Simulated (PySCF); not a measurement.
**Löwdin shares of the frontier orbitals**

C₃H₈O₃SSi.
Z-matrix (Å and degrees, GFN2-xTB geometry), rows numbered from 1:
```
C 
O   1  1.4112
Si  2  1.6050  1  132.67
O   3  1.6679  2  114.84  1    76.27
C   4  1.3057  3  123.20  2   -57.76
O   5  1.1956  4  125.52  3    -0.68
S   3  2.1101  2  105.21  1  -173.59
C   7  1.8224  3   99.27  2    52.72
H   1  1.0896  2  107.44  3  -158.07
H   1  1.0893  2  110.79  3   -37.80
H   1  1.0911  2  109.44  3    82.94
H   3  1.4565  2  113.84  1   -47.96
H   5  1.1030  4  111.06  3   179.05
H   8  1.0843  7  109.44  3    65.41
H   8  1.0841  7  106.97  3  -175.33
H   8  1.0834  7  109.22  3   -55.84
```

Computed with PySCF 2.14.0, density-fitted response routines, TDDFT B3LYP/def2-SVPD, vertical, gas phase, core orbitals frozen in the response.

Kohn–Sham orbitals with the atoms that hold most of them (Löwdin shares over 4%, at most four atoms; ? is withheld):

| orbital | ε (eV) | atoms |
| --- | --- | --- |
| LUMO+2 | 0.43 | C1 18%, Si3 17%, C5 9%, S7 8% |
| LUMO+1 | -0.10 | S7 38%, C8 16%, Si3 12%, H15 6% |
| LUMO | -0.77 | C5 40%, O6 29%, O4 15%, H13 7% |
| HOMO | -6.81 | ? |
| HOMO-1 | -8.36 | ? |
| HOMO-2 | -8.44 | O6 60%, C5 12%, O4 8%, S7 6% |
| HOMO-3 | -8.59 | O2 50%, C1 15%, H11 8%, O4 6% |

(1) Give the leading atoms of the HOMO.

(2) Give the leading atoms of the HOMO-1.

(3) The HOMO–LUMO gap is 6.04 eV. Where does the response calculation put the lowest singlet, and from which orbitals?

(4) Give energy, strength and leading configuration of S1, S2, S3 and S6, and follow the Löwdin shares of the leading atoms from the occupied to the empty orbital.

Results:

(1) S7 (bonded to C and Si) 72%; C8 (bonded to S and 3 H) 11%; Si3 (bonded to 2 O, S and H) 8%.

(2) S7 (bonded to C and Si) 36%; O2 (bonded to C and Si) 17%; Si3 (bonded to 2 O, S and H) 13%; H12 (bonded to Si) 10%.

(3) S1 is at 5.32 eV (f = 0.011), 0.72 eV below the gap, made of HOMO→LUMO (88%), HOMO→LUMO+1 (11%). Without the coupling terms of the response equations the lowest excitation would equal the gap.

(4) 
- S1 (5.32 eV, f 0.011), HOMO→LUMO (88%): S7 72% → at most 7%, C8 11% → at most 7%, C5 at most 4% → 40%, O6 at most 4% → 29%
- S2 (5.58 eV, f 0.0065), HOMO→LUMO+1 (86%): S7 72% → 38%, C8 11% → 16%
- S3 (5.80 eV, f 0.0018), HOMO-2→LUMO (86%): O6 60% → 29%, C5 12% → 40%
- S6 (6.80 eV, f 0.011), HOMO-1→LUMO (83%): S7 36% → at most 7%, O2 17% → at most 7%, C5 at most 10% → 40%, O6 at most 10% → 29%

Löwdin shares depend on the basis, the more so with diffuse functions.

On Arm Neoverse N1, one thread, shared host with 64 logical CPUs at a one-minute load of 58, this took 1.9 min (grids of density and orbitals included) and 0.96 GiB of memory at its peak.

One conformer stands for the species.
